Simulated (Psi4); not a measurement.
CHOS (SMILES O=C=[SH+]), charge +1, singlet, at a GFN2-xTB geometry. Base run: MP2/6-31G (Psi4).

Here is a job for Psi4.
```
memory 2 GB

molecule {
1 1
  O    -0.34180530    0.10102109   -1.68704513
  C    -0.13121664    0.04098022   -0.58326032
  S     0.27585043   -0.09473859    0.97470948
  H    -0.89186473    0.46176743    1.40057134
}

set basis 6-31g
set freeze_core true

energy('mp2')
print_variables()
```

The base run was repeated with changes; each row names its change, and settings that it needs were set with it.

```json
[
 {"change": "base", "basis functions": "33", "E (Eh)": "-510.65798", "MP2 correlation (Eh)": "-0.28643"},
 {"change": "basis = 3-21G", "basis functions": "33", "E (Eh)": "-508.17099", "MP2 correlation (Eh)": "-0.28941"},
 {"change": "basis = def2-SV(P)", "basis functions": "48", "E (Eh)": "-510.72468", "MP2 correlation (Eh)": "-0.42692"},
 {"change": "basis = pcseg-1", "basis functions": "51", "E (Eh)": "(withheld)", "MP2 correlation (Eh)": "(withheld)"},
 {"change": "basis = def2-SVP", "basis functions": "51", "E (Eh)": "(withheld)", "MP2 correlation (Eh)": "(withheld)"},
 {"change": "basis = 6-31G*", "basis functions": "51", "E (Eh)": "-510.91707", "MP2 correlation (Eh)": "-0.41859"},
 {"change": "basis = 6-31G**", "basis functions": "54", "E (Eh)": "-510.92715", "MP2 correlation (Eh)": "-0.42437"},
 {"change": "basis = cc-pV(D+d)Z", "basis functions": "(withheld)", "E (Eh)": "(withheld)", "MP2 correlation (Eh)": "(withheld)"},
 {"change": "basis = aug-cc-pVDZ", "basis functions": "82", "E (Eh)": "-510.99340", "MP2 correlation (Eh)": "-0.44938"},
 {"change": "basis = 6-311+G(2d,p)", "basis functions": "95", "E (Eh)": "-511.05145", "MP2 correlation (Eh)": "-0.48120"},
 {"change": "basis = def2-TZVPP", "basis functions": "118", "E (Eh)": "-511.12520", "MP2 correlation (Eh)": "-0.53624"},
 {"change": "basis = def2-TZVPD", "basis functions": "132", "E (Eh)": "-511.12143", "MP2 correlation (Eh)": "-0.53252"},
 {"change": "basis = cc-pVQZ", "basis functions": "(withheld)", "E (Eh)": "(withheld)", "MP2 correlation (Eh)": "(withheld)"}
]
```

Question: Some entries are withheld; supply them.

Answer: 
- basis = pcseg-1, E (Eh): -510.88656
- basis = pcseg-1, MP2 correlation (Eh): -0.42969
- basis = def2-SVP, E (Eh): -510.73885
- basis = def2-SVP, MP2 correlation (Eh): -0.43400
- basis = cc-pV(D+d)Z, basis functions: 56
- basis = cc-pV(D+d)Z, E (Eh): -510.97673
- basis = cc-pV(D+d)Z, MP2 correlation (Eh): -0.43496
- basis = cc-pVQZ, basis functions: 199
- basis = cc-pVQZ, E (Eh): -511.17847
- basis = cc-pVQZ, MP2 correlation (Eh): -0.57680

Totals compare only among sets that treat the same electrons; sets with core potentials leave the core out.
